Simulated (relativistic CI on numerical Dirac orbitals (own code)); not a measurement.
## Transition arrays of As X

Method of calculation: Dirac-Coulomb-Breit CI, orbitals from a KLI potential per configuration, model QED (radiative potential, 1s self-energy scaled to tabulated hydrogen-like ionisation energies), valence Slater integrals scaled by 0.9, whole transition arrays (own radial code, finite nucleus).

CI space (outside the closed core [Ne] 3s2): 3p⁶3d⁶, 3p⁶3d⁵4f, 3p⁵3d⁷, 3p⁶3d⁵4p, 3p⁶3d⁵5f. Levels of other configurations are missing.

All E1 lines from the levels of 3p⁶3d⁶; mean and standard deviation are weighted by gf, and upper levels are sorted by their leading configuration.

```csv
Upper configuration,Lines,Σgf,Mean (eV),Mean (nm),σ (eV),Strongest line (nm)
3p⁶3d⁵4f,5470,474.1,167.17,7.417,3.52,7.408
3p⁵3d⁷,1549,171.4,106.64,11.627,7.38,11.703
3p⁶3d⁵4p,3414,129.5,112.65,11.006,3.55,10.363
3p⁶3d⁵5f,5470,307.0,197.99,6.262,3.81,6.241
```

Σgf per state of the lower configuration in bins of 0.2 nm over the central range (centre: value): 6.1: 0.37, 6.3: 0.86, 6.5: 0.21, 6.7: 0.01, 7.1: 0.19, 7.3: 0.94, 7.5: 0.79, 7.7: 0.30, 7.9: 0.02, 10.1: 0.03, 10.3: 0.06, 10.5: 0.08, 10.7: 0.12, 10.9: 0.22, 11.1: 0.17, 11.3: 0.11, 11.5: 0.11, 11.7: 0.15, 11.9: 0.13, 12.1: 0.07, 12.3: 0.05.

(1) How do configuration mixing and the scaling of the Slater integrals move the arrays?

Answers

(1) Slater scale 0.9, no configuration mixing: 3p⁶3d⁵4f 167.1 ± 3.5 eV (Σgf 470.6), 3p⁵3d⁷ 110.1 ± 7.8 eV (Σgf 278.1), 3p⁶3d⁵4p 113.0 ± 3.3 eV (Σgf 77.6), 3p⁶3d⁵5f 197.9 ± 3.8 eV (Σgf 219.9); Slater scale 1: 3p⁶3d⁵4f 167.5 ± 3.9 eV (Σgf 479.6), 3p⁵3d⁷ 106.9 ± 8.0 eV (Σgf 166.3), 3p⁶3d⁵4p 113.3 ± 4.2 eV (Σgf 129.8), 3p⁶3d⁵5f 198.1 ± 4.2 eV (Σgf 312.6); Slater scale 0.8: 3p⁶3d⁵4f 166.9 ± 3.1 eV (Σgf 468.5), 3p⁵3d⁷ 105.4 ± 6.2 eV (Σgf 163.7), 3p⁶3d⁵4p 112.5 ± 3.1 eV (Σgf 141.8), 3p⁶3d⁵5f 197.8 ± 3.4 eV (Σgf 301.8). With mixing, levels are counted to their leading configuration, so an array can shrink or vanish into another, and the sums then hold other lines.
